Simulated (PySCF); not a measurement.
## MnH₃: fields on a plane

All numbers come from UPBE0/[Mn def2-TZVP, H def2-TZVP], no relativity, density fitting, PySCF.

The quintet minimum has H–H 0.956 Å, Mn–H 1.663 Å, Mn–H 1.684 Å (×2); H–H–Mn 73.5° (×2), H–Mn–H 33.0°, H–Mn–H 163.5° (×2).

The plane holds Mn1 at (0.00, 0.00), H2 at (1.68, 0.00), H3 at (1.41, 0.92), H4 at (-1.59, -0.47) Å. Columns run from x = -3.45 to 4.05 Å, rows from y = 3.15 (top) to -2.55 Å, in steps of 0.3 Å. Other isomers or separated fragments may lie lower.

**Question.** Give the electron localisation function (set to 0 where the density is under 0.005 e/Å³). Every second row and column.

**Answer.** 
```
0.00 0.00 0.00 0.00 0.00 0.00 0.00 0.00 0.00 0.00 0.00 0.00 0.00
0.00 0.00 0.00 0.00 0.00 0.00 0.00 0.34 0.48 0.00 0.00 0.00 0.00
0.00 0.00 0.00 0.00 0.00 0.10 0.40 0.83 0.97 0.92 0.34 0.00 0.00
0.00 0.00 0.48 0.43 0.17 0.11 0.36 0.88 0.99 0.97 0.55 0.00 0.00
0.00 0.68 0.96 0.83 0.23 0.27 0.47 0.38 1.00 0.97 0.63 0.00 0.00
0.00 0.98 1.00 0.99 0.30 0.82 0.20 0.21 0.96 1.00 0.90 0.25 0.00
0.00 1.00 1.00 1.00 0.79 0.62 0.76 0.36 0.92 0.99 0.96 0.43 0.00
0.00 0.99 1.00 1.00 0.91 0.19 0.14 0.28 0.78 0.94 0.82 0.00 0.00
0.00 0.00 0.99 0.99 0.86 0.34 0.08 0.19 0.39 0.45 0.00 0.00 0.00
0.00 0.00 0.00 0.67 0.60 0.21 0.00 0.00 0.00 0.00 0.00 0.00 0.00
```

**Question.** Give the spin density (e/Å³) (cut at ±0.5 e/Å³). Every second row and column.

**Answer.** 
```
 0.00  0.00  0.00  0.00  0.00  0.00  0.00  0.00  0.00  0.00  0.00  0.00  0.00
 0.00  0.00  0.00  0.00  0.00  0.00  0.00  0.00  0.00  0.00  0.00  0.00  0.00
 0.00  0.00  0.00  0.00  0.00  0.00  0.00 -0.01 -0.02 -0.01  0.00  0.00  0.00
 0.00  0.00  0.00  0.00  0.02  0.04  0.01 -0.05 -0.10 -0.02  0.00  0.00  0.00
 0.00  0.00  0.00  0.00  0.04  0.31  0.35 -0.02 -0.12  0.00  0.00  0.00  0.00
 0.00  0.00 -0.01 -0.02  0.05  0.50  0.50  0.34 -0.04 -0.06 -0.01  0.00  0.00
 0.00  0.00 -0.02 -0.23  0.01  0.50  0.50  0.09 -0.09 -0.08 -0.01  0.00  0.00
 0.00  0.00 -0.01 -0.03  0.00  0.06  0.15  0.03 -0.02 -0.02 -0.01  0.00  0.00
 0.00  0.00  0.00  0.00  0.00  0.01  0.02  0.01  0.00  0.00  0.00  0.00  0.00
 0.00  0.00  0.00  0.00  0.00  0.00  0.00  0.00  0.00  0.00  0.00  0.00  0.00
```

The determinant is spin-contaminated (⟨S²⟩ = 6.21, pure value 6.00). Other spin states or occupations of the open shell can lie lower.
